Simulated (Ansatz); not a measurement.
```yaml
crystal:
  periodic: [false, false, false]
  atoms:
    - {symbol: B, position_ang: [-0.321173, 2.084015, -0.273488]}
    - {symbol: B, position_ang: [0.559877, 0.849172, 0.333195]}
    - {symbol: C, position_ang: [-0.015011, -0.587447, 0.591432]}
    - {symbol: C, position_ang: [-0.020975, -1.767368, -0.321049]}
    - {symbol: O, position_ang: [-0.480582, -0.605576, 1.716702]}
    - {symbol: H, position_ang: [-1.110149, 2.705610, 0.377505]}
    - {symbol: H, position_ang: [-0.193005, 2.408882, -1.422359]}
    - {symbol: H, position_ang: [1.689386, 1.006713, 0.708778]}
    - {symbol: H, position_ang: [-0.473240, -2.630612, 0.168652]}
    - {symbol: H, position_ang: [1.003677, -2.000663, -0.626011]}
    - {symbol: H, position_ang: [-0.573306, -1.519826, -1.232857]}
basis:
  gaussian: {orbitals: def2-TZVP, nuclear_model: gaussian, point_charges: [{charge: 2.00, position_ang: [4.268, 0.773, 0.816]}]}
hamiltonian: {xc: {name: M06-2X}, dispersion: d3bj}
accuracy: high
output: {forces: true}
```

```sh
$ ansatz run in.yaml --threads 2 --pin off --events-out ev --progress --plain --max-ram 4352MiB
```

How does Ansatz answer? (Estimate.)

The calculation gave: The input was rejected before any iteration.
```
Error: YAML parse error: error: line 17 column 19: hamiltonian.xc: no functional is named "M06-2X"; the names, which are not case-sensitive, are SVWN5, SPW92, PBE, PBE0, PBEsol, revPBE, revPBE0, RPBE, rPW86-PBE, HSE06, wPBEh, LC-wPBE, HISS, HF, BLYP, B3LYP, B3LYP5, BHLYP, CAM-B3LYP, r2SCAN, r2SCANh, r2SCAN0, r2SCAN50, m-r2SCAN, B97, wB97, wB97X, wB97X-V, B97M-V, wB97M-V, B2PLYP, B2GP-PLYP, PBE0-DH, PBE-QIDH
15 | basis:
16 |   gaussian: {orbitals: def2-TZVP, nuclear_model: gaussian, point_charges: [{charge:…
17 | hamiltonian: {xc: {name: M06-2X}, dispersion: d3bj}
18 | accuracy: high
19 | output: {forces: true}
```

HSE06 is defined as in plane-wave codes.
